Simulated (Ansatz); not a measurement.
Computed with Ansatz on PBE0-D4/def2-TZVP structures; ΔE is electronic, products minus reactants. CCSD(T)/CBS is the MP2 limit (def2-TZVPP, def2-QZVPP) plus CCSD(T) − MP2 in def2-TZVPP, frozen cores. This one scheme is used for every species. Triplets are unrestricted, without spin–orbit coupling. def2 core potentials past Kr. For Sn outer-core shells are correlated without core-valence functions, which leaves a few kJ/mol of doubt a bond. Each species was taken in one conformer, which may not be the lowest.

Consider the formal loss of a carbene: `C[CH](C)[Sn][OH]` → `[CH2]` (triplet) + `C[CH2][Sn][OH]`.

`C[CH](C)[Sn][OH]`:

Z-matrix (Å, degrees):
```
C
C 1 1.522
H 1 1.096 2 111.8
H 1 1.098 2 111.4 3 119.2
H 1 1.095 2 112.6 3 -120.6
C 2 1.522 1 111.7 3 -62.4
Sn 2 2.223 1 110.5 3 61.3
H 2 1.096 1 108.9 3 177.3
H 6 1.095 2 112.6 1 -176.9
H 6 1.098 2 111.4 1 -56.7
H 6 1.096 2 111.9 1 62.5
O 7 1.985 2 95.5 1 -62.7
H 12 0.961 7 115.3 2 -0.1
```

`[CH2]` (triplet):

Cartesian coordinates in Å:
```
C 0.244 -0.026 -0.126
H 0.342 0.218 0.921
H -0.586 -0.193 -0.795
```

`C[CH2][Sn][OH]`:

Cartesian coordinates in Å:
```
C 0.527 0.539 -0.654
C -0.159 -0.814 -0.568
Sn -1.169 -1.302 1.337
O -0.741 0.394 2.271
H 1.313 0.645 0.101
H 1.004 0.704 -1.626
H -0.179 1.363 -0.508
H 0.553 -1.629 -0.751
H -0.921 -0.919 -1.351
H -0.229 1.020 1.749
```

```tsv
species	CCSD(T)/CBS(def2) energy (Eh)
`C[CH](C)[Sn][OH]`	-408.19675
`[CH2]` (triplet)	-39.09499
`C[CH2][Sn][OH]`	-368.93756
```

(1) Work out ΔE.

Largest T1 diagnostic among the species: 0.016.

Answers

(1) ΔE = (-39.09499) + (-368.93756) − (-408.19675) = 0.16420 Eh = +431.1 kJ/mol.

From PBE to PBE0 (25 % exact exchange), in def2-TZVPP and without D4, ΔE moves by −7.8 kJ/mol. In def2-TZVPP, CCSD(T) changes the Hartree–Fock value by +143.8 kJ/mol (the triples alone add +12.2 kJ/mol) and MP2 by +158.7 kJ/mol. The D4 term adds +14.5 kJ/mol with B3LYP and +7.8 kJ/mol with PBE0; it sums over pairs of atoms, weighted by their polarisabilities, and B3LYP, whose exchange is more repulsive, gets the larger term.

B3LYP here is the variant with VWN-RPA as its local correlation; programs differ in this.
